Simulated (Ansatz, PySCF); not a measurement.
Input for Ansatz (a program for electronic structure):
Ansatz 0.2 input:
```yaml
crystal:
  periodic: [false, false, false]
  atoms:
    - {symbol: Si, position_ang: [-0.53553481, 1.95659748, -0.18433632]}
    - {symbol: P, position_ang: [-0.18297106, -0.03455366, 0.70585406]}
    - {symbol: Si, position_ang: [1.95119675, -0.44171437, 0.23864680]}
    - {symbol: Si, position_ang: [-1.28042654, -1.37952794, -0.68048368]}
    - {symbol: H, position_ang: [-1.97115061, 2.23838223, -0.07004645]}
    - {symbol: H, position_ang: [0.19729997, 2.93848098, 0.62251224]}
    - {symbol: H, position_ang: [2.24448884, -1.78709677, 0.72598334]}
    - {symbol: H, position_ang: [2.72504487, 0.56655955, 0.95728692]}
    - {symbol: H, position_ang: [2.22169908, -0.35381557, -1.19799027]}
    - {symbol: H, position_ang: [-2.68284589, -0.97943007, -0.60603474]}
    - {symbol: H, position_ang: [-0.79563989, -1.25598825, -2.05686705]}
    - {symbol: H, position_ang: [-1.08762608, -2.74375946, -0.19623004]}
basis:
  gaussian:
    orbitals: def2-SVP
hamiltonian:
  xc: pbe0
magnetization: {spin_polarized: true, initial_magnetization: 1}
accuracy: high
```

Question: Give the equivalent PySCF input.

Answer: One answer among several that fit: 
```python
from pyscf import gto, scf, dft

mol = gto.Mole()
mol.atom = '''
    Si   -0.53553481    1.95659748   -0.18433632
    P    -0.18297106   -0.03455366    0.70585406
    Si    1.95119675   -0.44171437    0.23864680
    Si   -1.28042654   -1.37952794   -0.68048368
    H    -1.97115061    2.23838223   -0.07004645
    H     0.19729997    2.93848098    0.62251224
    H     2.24448884   -1.78709677    0.72598334
    H     2.72504487    0.56655955    0.95728692
    H     2.22169908   -0.35381557   -1.19799027
    H    -2.68284589   -0.97943007   -0.60603474
    H    -0.79563989   -1.25598825   -2.05686705
    H    -1.08762608   -2.74375946   -0.19623004
'''
mol.basis = 'def2-svp'
mol.spin = 1
mol.verbose = 4
mol.build()

mf = dft.UKS(mol)
mf.xc = 'pbe0'
mf.grids.atom_grid = (99, 590)
mf.grids.prune = None
mf.kernel()
```

Both were run: Ansatz gave -1213.717438 Eh and PySCF -1213.717438 Eh, 0.000 mEh apart.
